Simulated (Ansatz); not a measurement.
Geometry optimisation, UKS PBE0-D4/def2-SVP (Ansatz).

The input (input.yaml):

```yaml
crystal:
  periodic: [false, false, false]
  atoms:
    - { symbol: B, position_ang: [0.020748, -0.377508, -0.44806] }
    - { symbol: F, position_ang: [-0.012866, -0.189941, 2.06291] }
    - { symbol: O, position_ang: [1.103318, -0.318176, -1.2379] }
    - { symbol: H, position_ang: [1.928722, -0.440791, -0.760929] }
    - { symbol: O, position_ang: [-1.225191, -0.230095, -0.921687] }
    - { symbol: H, position_ang: [-1.899623, -0.283624, -0.238654] }
    - { symbol: F, position_ang: [-0.125009, 0.041535, 3.357919] }
magnetization:
  spin_polarized: true
  initial_magnetization: 1
basis:
  gaussian: { orbitals: def2-SVP }
hamiltonian:
  xc: pbe0
  dispersion: d4
relax:
  f_tol: 0.03
  max_steps: 50
```

Launched with:

```bash
$ ansatz run input.yaml --threads 2 --pin off --max-ram 3072MiB --backend cpu --events-out ev --progress --plain --runs-dir out
```

Problem. Where does it end, and by what steps?

Solution. The run converged. After 24 steps the energy has fallen by 5.903 eV; F7 moved furthest, 1.32 Å. Joined: B1–F2 (2.52 → 1.36 Å).

```csv
step,energy less start (eV),largest force component (eV/Å),accepted
0,0.0000,5.413,yes
1,-0.3695,4.470,yes
2,-1.0361,6.110,yes
3,-2.4763,7.370,yes
4,-4.2038,6.012,yes
5,-5.5123,2.922,yes
6,-5.7432,0.909,yes
7,-5.7041,1.357,no
8,-5.7579,0.710,yes
9,-5.7679,0.035,yes
10,-5.7716,0.051,yes
11,-5.7807,0.466,yes
12,-5.7946,0.542,yes
13,-5.8115,0.466,yes
14,-5.8333,0.361,yes
15,-5.8502,0.179,yes
16,-5.8537,0.160,yes
17,-5.8638,0.087,yes
18,-5.8748,0.172,yes
19,-5.8850,0.354,yes
20,-5.8913,0.291,yes
21,-5.8981,0.238,yes
22,-5.8995,0.240,yes
23,-5.9025,0.036,yes
24,-5.9028,0.026,yes
```

```xyz
7
Properties=species:S:1:pos:R:3
B 0.152 -0.303 -0.102
F 0.631 0.040 1.123
O 1.012 -0.395 -1.136
H 1.919 -0.199 -0.883
O -1.160 -0.541 -0.260
H -1.632 -0.435 0.574
F -1.132 0.034 2.497
```

Whether the end is a true minimum wasn't checked by a vibrational analysis.

Run time: 46 s on 2 threads of AMD EPYC 9R45 96-Core Processor (Zen 5), with other jobs on the host, peak memory 0.23 GiB.
